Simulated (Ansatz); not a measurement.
Input file for FH3O2SZr (`[OH][Zr]([OH])([F])[SH]`):

```yaml
crystal:
  periodic: [false, false, false]
  atoms:
    - {symbol: O, position_ang: [-1.813783, 0.667013, 0.414879]}
    - {symbol: Zr, position_ang: [-0.205237, -0.046396, -0.310127]}
    - {symbol: O, position_ang: [0.533903, -1.492792, 0.689281]}
    - {symbol: F, position_ang: [-0.501193, -0.664746, -2.093934]}
    - {symbol: S, position_ang: [1.402393, 1.824738, -0.310147]}
    - {symbol: H, position_ang: [-2.625449, 0.877862, 0.867370]}
    - {symbol: H, position_ang: [0.777843, -2.163751, 1.319922]}
    - {symbol: H, position_ang: [2.431522, 0.998082, -0.577234]}
basis:
  gaussian: {orbitals: def2-TZVPP}
correlation: {method: ccsd_t}
```

```sh
$ ansatz run in.yaml --threads 2 --pin off --events-out ev --progress --plain --max-ram 22528MiB --backend cuda --devices 0, --max-vram 18GiB
```

The program prints (abridged):

```
Functional definition: HF
1466 factors; integrals over basis functions are off by at most 8.0e-4 eV
mean field evaluation 1: about -18914.8465 eV, gradient 6.6e1 eV
mean field evaluation 2: about -18915.0033 eV, gradient 6.6e1 eV
mean field evaluation 4: about -18922.3160 eV, gradient 3.2e0 eV
mean field evaluation 8: about -18922.3935 eV, gradient 3.3e-1 eV
mean field evaluation 16: about -18922.3944 eV, gradient 1.9e-6 eV
mean field -18922.39435297 eV, -695.3851664119 hartree, gradient 1.9e-6 eV, S^2 0.000000; 0 other end points of the search recorded, 0 dependent functions left out
8 core orbitals not correlated: weight in the atoms' cores, before any rotation towards them, 1.000 or more for the frozen orbitals, at most 0.000 for the correlated occupied ones
reference -18922.39435297 eV, -695.3851664119 hartree; 20, 20 occupied and 205, 205 virtual orbitals, 1466 factors
second order -34.37783726 eV of doubles, -0.00000000 eV of singles
cycle   1  -33.65429710 eV  change    7.2e-1 eV  update   1.7e-1
cycle   2  -34.46914379 eV  change   -8.1e-1 eV  update   6.9e-2
cycle   3  -34.71550964 eV  change   -2.5e-1 eV  update   3.0e-2
cycle   4  -34.69668414 eV  change    1.9e-2 eV  update   8.8e-3
cycle   5  -34.68490684 eV  change    1.2e-2 eV  update   3.2e-3
cycle   6  -34.68629656 eV  change   -1.4e-3 eV  update   1.2e-3
cycle   7  -34.68651337 eV  change   -2.2e-4 eV  update   3.7e-4
cycle   8  -34.68618774 eV  change    3.3e-4 eV  update   1.7e-4
cycle   9  -34.68623992 eV  change   -5.2e-5 eV  update   5.5e-5
cycle  10  -34.68630387 eV  change   -6.4e-5 eV  update   2.3e-5
cycle  11  -34.68626067 eV  change    4.3e-5 eV  update   1.0e-5
perturbative correction -1.41705116 eV, -0.0520756695 hartree
Total energy: -18958.49766479 eV, -696.7119386499 hartree
```

Hardware: 2 threads of an AMD EPYC 7R13 on a shared host and a share of an NVIDIA H100 80 GB. Wall time 3.5 s, peak host memory 0.84 GiB.

MP2 recovers 95.2 % of the CCSD(T) correlation energy and the triples give 3.9 %; T1 = 0.0170.
